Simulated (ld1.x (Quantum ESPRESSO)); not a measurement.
**Transferability test, PAW potential for rhodium**

rhodium (Rh), PAW, made with ld1.x (Quantum ESPRESSO) 7.5 (PBE, fully relativistic). Core [Ar] 3d10, reference 4s2 4p6 4d8 5s1 5p0. Waves: 4s (bound): rcut 1.25, rcutus 1.45 bohr; 5s (bound): rcut 1.25, rcutus 1.45 bohr; 4p (bound): rcut 1.45, rcutus 1.75 bohr; 5p (bound, empty): rcut 1.45, rcutus 1.75 bohr; 4d (bound): rcut 1.20, rcutus 1.30 bohr; 4d channel at 1.05 Ry: rcut 1.20, rcutus 1.30 bohr. Local part: all-electron potential smoothed inside 1.55 bohr (lloc = -1). Core correction: a·sin(br)/r model core, default radius (ld1.x builds one for every PAW set, though the input has nlcc=.false.). Augmentation charge: PSQ, inside the norm-conserving radii.

Open shells are filled in proportion to 2j + 1 (rel_dist='average').

Energies are relative to the spin-unpolarised reference configuration 4s2 4p6 4d8 5s1 5p0; without spin polarisation the order of configurations can differ from experiment. The frozen-core shift is the all-electron ΔE with the core orbitals held at their reference shape minus the fully relaxed ΔE.

Task: Give the all-electron excitation energy and the error of the potential for: 4s2 4p6 4d8 5s0 5p0; 4s2 4p6 4d7 5s0 5p0; 4s2 4p6 4d6 5s0 5p0; 4s2 4p6 4d8.5 5s0.5 5p0; 4s2 4p6 4d7 5s2 5p0; 4s2 4p6 4d9 5s0 5p0; 4s2 4p6 4d7 5s1 5p0.

Result:

```tsv
valence configuration	charge	ΔE all-electron (eV)	error AE − PS (meV)	frozen-core shift (meV)
4s2 4p6 4d8 5s0 5p0	+1	7.462	+1.2	0.0
4s2 4p6 4d7 5s0 5p0	+2	26.973	+4.5	0.0
4s2 4p6 4d6 5s0 5p0	+3	59.475	+41	+0.8
4s2 4p6 4d8.5 5s0.5 5p0	0	-0.631	+1.2	0.0
4s2 4p6 4d7 5s2 5p0	0	2.479	+13	+0.1
4s2 4p6 4d9 5s0 5p0	0	-0.911	+3.1	0.0
4s2 4p6 4d7 5s1 5p0	+1	11.128	+4.9	+0.1
```

Levels in the configuration 4s2 4p6 4d8.5 5s0.5 5p0:

```json
{"level": "4s j=1/2", "all-electron (eV)": "-80.831", "pseudo (eV)": "-80.846"}
{"level": "4p j=1/2", "all-electron (eV)": "-51.507", "pseudo (eV)": "-51.519"}
{"level": "4p j=3/2", "all-electron (eV)": "-47.629", "pseudo (eV)": "-47.640"}
{"level": "4d j=3/2", "all-electron (eV)": "-4.938", "pseudo (eV)": "-4.940"}
{"level": "4d j=5/2", "all-electron (eV)": "-4.563", "pseudo (eV)": "-4.564"}
{"level": "5s j=1/2", "all-electron (eV)": "-3.817", "pseudo (eV)": "-3.815"}
```

The ghost test of this file was not conclusive.
